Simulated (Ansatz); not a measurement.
Geometry optimisation, RKS PBE/def2-SVP (Ansatz).

Input:

```yaml
crystal:
  periodic: [false, false, false]
  atoms:
    - { symbol: O, position_ang: [-0.5901, 0.527, 1.5994] }
    - { symbol: C, position_ang: [-0.8277, 1.194, 0.3493] }
    - { symbol: Te, position_ang: [1.0217, 1.3117, -0.6893] }
    - { symbol: Ge, position_ang: [1.2169, -1.2344, -0.8612] }
    - { symbol: H, position_ang: [-1.5325, 0.5289, 1.9949] }
    - { symbol: H, position_ang: [-1.5394, 0.6311, -0.2727] }
    - { symbol: H, position_ang: [-1.1843, 2.2305, 0.502] }
    - { symbol: H, position_ang: [1.26234, -1.78053, 0.61881] }
    - { symbol: H, position_ang: [0.08892, -1.82884, -1.5886] }
    - { symbol: H, position_ang: [2.59805, -1.60533, -1.53385] }
basis:
  gaussian: { orbitals: def2-SVP }
hamiltonian:
  xc: pbe
relax:
  f_tol: 0.015
  max_steps: 40
```

Command:

```bash
$ ansatz run input.yaml --threads 2 --pin off --max-ram 3072MiB --backend cpu --events-out ev --progress --plain --runs-dir out
```

Task: Where does it end, and by what steps?

Result: It did not converge within its limit. After 39 steps the energy has fallen by 0.395 eV; H9 moved furthest, 1.51 Å.

```
step  energy less start (eV)  largest force component (eV/Å)  accepted
   0                  0.0000                           2.161       yes
   2                 -0.2134                           0.448       yes
   4                 -0.2388                           0.201       yes
   6                 -0.2567                           0.045       yes
   8                 -0.2782                           0.143       yes
  10                 -0.2641                           1.703        no
  12                 -0.3423                           0.289       yes
  14                 -0.3683                           0.106       yes
  16                 -0.3729                           0.031       yes
  18                 -0.3752                           0.112       yes
  20                 -0.3808                           0.100       yes
  22                 -0.3774                           0.189        no
  24                 -0.3853                           0.184       yes
  26                 -0.3886                           0.178       yes
  28                 -0.3906                           0.195       yes
  30                 -0.3930                           0.023       yes
  32                 -0.3940                           0.073       yes
  34                 -0.3949                           0.022       yes
  36                 -0.3952                           0.019       yes
  38                 -0.3954                           0.025       yes
  39                 -0.3955                           0.015       yes
```

```xyz
10
Properties=species:S:1:pos:R:3
O -1.521 0.797 1.366
C -0.909 1.319 0.245
Te 1.354 1.229 0.246
Ge 1.344 -1.225 -0.544
H -1.381 -0.169 1.370
H -1.204 0.847 -0.717
H -1.113 2.406 0.200
H 2.508 -2.004 0.124
H -0.010 -1.851 -0.084
H 1.446 -1.375 -2.088
```

Time of the run: 100 s on 2 threads of Arm Neoverse V1 (shared host), peak memory 0.16 GiB.
